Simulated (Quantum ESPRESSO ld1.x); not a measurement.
Values are calculated unless marked as measured or tabulated.
Task: All-electron atom: Os5+ in [Xe] 4f14 5d3. Level of theory: Dirac Kohn-Sham, LDA (Slater exchange, Perdew-Zunger correlation), spin-unpolarised, spherical densities, point nucleus; open shells are shared between the two j in proportion to 2j + 1 (ld1.x of Quantum ESPRESSO 7.5).

Spin-orbit splittings of the eigenvalues, e(l+1/2) - e(l-1/2), with zeta = 2 splitting/(2l+1) and mean radii in bohr:

| shell | occ. | splitting (eV) | zeta (eV) | <r> j=l-1/2 | <r> j=l+1/2 |
|---|---|---|---|---|---|
| 2p | 6 | 1530 | 1020 | 0.06132 | 0.06951 |
| 3p | 6 | ? | ? | 0.1836 | 0.1987 |
| 3d | 10 | 72.31 | 28.92 | 0.1735 | 0.1781 |
| 4p | 6 | 78.60 | 52.40 | 0.4358 | 0.4696 |
| 4d | 10 | 14.56 | 5.825 | 0.4825 | 0.4939 |
| 4f | 14 | 2.823 | 0.8066 | 0.5497 | 0.5576 |
| 5p | 6 | 13.05 | 8.697 | 1.076 | 1.163 |
| 5d | 3 | 1.556 | 0.6224 | 1.459 | 1.492 |

Estimate the 3p splitting.

Result: 333.5 eV (zeta = 222.4 eV).
